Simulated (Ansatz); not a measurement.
Reactions of `O[SiH2]N[SiH2][SiH3]`.

Gas-phase electronic energies from Ansatz, PBE0-D4/def2-TZVP geometries. CCSD(T)/CBS is the MP2 limit (def2-TZVPP, def2-QZVPP) plus CCSD(T) − MP2 in def2-TZVPP, frozen cores. This one scheme is used for every species. Double bonds are as drawn, so ΔE can hold a change between cis and trans. Each species was taken in one conformer, which may not be the lowest.

Q: Order these by ΔE at CCSD(T)/CBS, lowest first. (Best estimate.)
A. `O[SiH2]N[SiH2][SiH3]` + `CO[Si]1(Cl)CO1` → `[SiH3]O[Si]1(Cl)CO1` + `C[SiH2]N[SiH2]O`
B. `O[SiH2]N[SiH2][SiH3]` + `C[S][AlH][F]` → `C[S][Al]([F])[SiH3]` + `O[SiH2]N[SiH3]`
C. `O[SiH2]N[SiH2][SiH3]` + `C[SiH2]N` → `C[SiH2]N[SiH2]O` + `N[SiH2][SiH3]`
D. `O[SiH2]N[SiH2][SiH3]` + `FCCl` → `O[SiH2]N[SiH3]` + `FC([SiH3])Cl`
E. `O[SiH2]N[SiH2][SiH3]` + `[AlH2]/[N]=C\S` → `O[SiH2]N[SiH2][AlH2]` + `[SiH3]/N=C\S`
F. `O[SiH2]N[SiH2][SiH3]` + `[AlH2][BH]Cl` → `[SiH3][SiH2]BCl` + `O[SiH2][NH][AlH2]`

A: A (-207.0 kJ/mol), F (-74.5 kJ/mol), B (-10.4 kJ/mol), C (+0.5 kJ/mol), D (+20.5 kJ/mol), E (+61.5 kJ/mol).

Largest T1 diagnostic: 0.015, for `[AlH2]/[N]=C\S`.
